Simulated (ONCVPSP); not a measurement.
**zirconium (Zr), ONCV: configuration errors across variants**

| Quantity | Value |
| --- | --- |
| Element | zirconium |
| Generator | ONCVPSP 4.0.1 |
| Type | optimised norm-conserving Vanderbilt (ONCV) |
| Functional | PBE |
| Relativity | scalar-relativistic |
| Frozen core | [Kr] |
| Valence charge | 4 |
| Reference configuration | 4d2 5s2 |
| Partial waves | 5s: rc 3.50 bohr, ncon 4, nbas 7, qcut 2.3 1/bohr, 2 projectors, debl 1.1 Ha; p scattering state at 0.14 Ha: rc 3.75 bohr, ncon 3, nbas 6, qcut 2.7 1/bohr, 2 projectors, debl 0.8 Ha; 4d: rc 1.90 bohr, ncon 5, nbas 10, qcut 4.8 1/bohr, local |
| Local potential | the d channel |
| Core correction | none |

In the p channel the program set the typed energies aside and used 0.050, 0.850 Ha.

All-electron excitation energies from the reference (eV): (1) 4d2 5s1 7.137; (2) 4d2 5s0 20.078; (3) 4d1 5s0 42.704; (4) 4d2.5 5s1.5 0.514.

3 further variants failed, have other tests or too few solved ones, and are left out.

A true bound ghost makes a file unfit for plane-wave use even where its test errors are small: the radial tests pick states by their node count and pass the ghost by.

Errors AE − PS in meV (a dash: test not solved or not reliable):

| change | (1) | (2) | (3) | (4) | bound ghosts | GHOST(+) flags above zero |
| --- | --- | --- | --- | --- | --- | --- |
| base | +5.1 | +150 | +384 | -0.9 | s | p |
| all radii scaled by about 0.89 (s 3.12, p 3.34, d 1.70 bohr) | +5.6 | +157 | +405 | -2.0 | s | s, p |
| p: qcut 3 | +5.1 | +150 | +384 | -0.9 | s | p |
| s: nbas 8 | +4.5 | +145 | +367 | -0.4 | s | p |

Give the same row for: core correction Teter function, fcfact 4.75, rcfact 1.1.

+5.8, +108, +189, -11; bound ghosts: s; GHOST(+) flags above zero: p.
